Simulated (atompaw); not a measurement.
## Before and after: PAW (atompaw) potential for hafnium

```
Element                 : hafnium (Hf)
Generator               : atompaw 4.2.0.5
Type                    : PAW
Functional              : PBE
Relativity              : scalar-relativistic
Frozen core             : [Kr] 4d10
Valence charge          : 26
Reference configuration : 4f14 5s2 5p6 5d1 6s0 6p0 (charge +3)
Partial waves           : 5s (bound): rc 1.25 bohr; 6s (bound, empty): rc 1.75 bohr; 5p (bound): rc 2.30 bohr; 6p (bound, empty): rc 3.00 bohr; 5d (bound): rc 3.00 bohr; 5d channel at -0.35 Ry: rc 3.00 bohr; 4f (bound): rc 0.80 bohr; 4f channel at -1.85 Ry: rc 0.80 bohr
Local potential         : ultrasoft scheme with l = 4 at 0 Ry, radius 2.35 bohr
Core correction         : smooth core density matched at 1.70 bohr
Augmentation charge     : sinc compensation charge, radius 2.35 bohr; PAW radius 3.00 bohr; waves and projectors: custom polynom gramschmidtortho
```

All-electron outer shells of the reference configuration (PBE, scalar-relativistic, ld1.x):

| shell | level (eV) | outermost node (bohr) | outermost maximum (bohr) |
| --- | --- | --- | --- |
| 4p | -406.42 | 0.25 | 0.46 |
| 4d | -234.02 | 0.23 | 0.47 |
| 5s | -94.27 | 0.55 | 1.01 |
| 5p | -62.51 | 0.60 | 1.16 |
| 4f | -44.15 | – | 0.45 |
| 5d | -27.13 | 0.66 | 1.57 |
| 6s | -25.96 | 1.34 | 2.55 |
| 6p | -19.30 | 1.58 | 3.08 |

Change: local potential ultrasoft scheme with l = 4 at 0 Ry, radius 2.18 bohr.

Cutoffs: the cutoffs (Ry, on a coarse ladder) from which the occupation-weighted sum of valence levels, in a spherical-Bessel basis at the reference potential, stays within 10 and 1 mRy of its value at 400 Ry; they do not see the model core or the augmentation charge, which bear on the density cutoff.

Task: What does the change do?

Result: The range in which the p phases agree narrows (upper end 0.2 → -1.1); neither file shows a bound ghost.

```tsv
quantity	base	changed
cutoff, loose	over 300 Ry	over 300 Ry
cutoff, tight	over 300 Ry	over 300 Ry
loose cutoff by channel (10 mRy a level)	s 35 Ry, p 12 Ry, d 8 Ry, f 260 Ry	s 35 Ry, p 15 Ry, d 8 Ry, f 260 Ry
bound ghosts	none	none
s: phases at 3.00 bohr within 0.05 rad from the reference energy up to (Ry; the scan ends near 5)	1.2	1.4
p: phases at 3.00 bohr within 0.05 rad from the reference energy up to (Ry; the scan ends near 5)	0.2	-1.1
d: phases at 3.00 bohr within 0.05 rad from the reference energy up to (Ry; the scan ends near 5)	to the end of the scan	to the end of the scan
f: phases at 3.00 bohr within 0.05 rad from the reference energy up to (Ry; the scan ends near 5)	1.6	2.0
lowest overlap eigenvalue by channel	s 0.23, p 0.61, d 0.88, f 1.00	s 0.14, p 0.57, d 0.88, f 1.00
```

 The cutoffs see the waves, projectors and local potential, not the compensation charge or the core.
